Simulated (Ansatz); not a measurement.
The same path of CH4BClOSi (9 atoms, charge 0, multiplicity 1) was run twice with different band settings. Lost on the way: Si5–H9. Made: B2–H9.

Method: Ansatz 0.2.0, UKS PBE0-D4/6-31G*.

Relaxed end points:

```xyz
9
Properties=species:S:1:pos:R:3
Cl -2.498 1.152 0.130
B -0.942 0.406 0.016
C 0.357 0.626 0.895
O 1.262 -0.309 0.252
Si 0.228 -0.915 -0.949
H 0.765 1.647 0.854
H 0.233 0.372 1.959
H -0.021 -2.383 -0.836
H 0.704 -0.643 -2.338
```

```xyz
9
Properties=species:S:1:pos:R:3
Cl -2.379 1.068 -0.188
B -0.698 0.518 -0.496
C 0.435 0.558 0.688
O 1.131 -0.737 0.570
Si 0.035 -1.442 -0.425
H 1.185 1.341 0.530
H 0.040 0.639 1.704
H 0.592 -2.796 -0.811
H -0.253 0.804 -1.590
```

Common settings: spring 5.0 eV/Å²; optimiser quadratic models (default); start path through a guess of the saddle point; force threshold 0.05 eV/Å; iteration limit 60; end points relaxed.

| run | movable images | climbing image |
| --- | --- | --- |
| 1 | 5 | yes |
| 2 | 6 | no |

Q: What does each run give, and how far can it be trusted?

A: Run 1: converged after 12 iterations, highest image 0.782 eV above the first end. A vibrational analysis at the climbing image gives one clearly imaginary mode, 607i cm⁻¹: a first-order saddle point.
Run 2: converged after 11 iterations, highest image 0.781 eV above the first end. No image climbed, so the highest image needn't sit at the top of the path.
The orbitals were unrestricted but ended closed-shell.
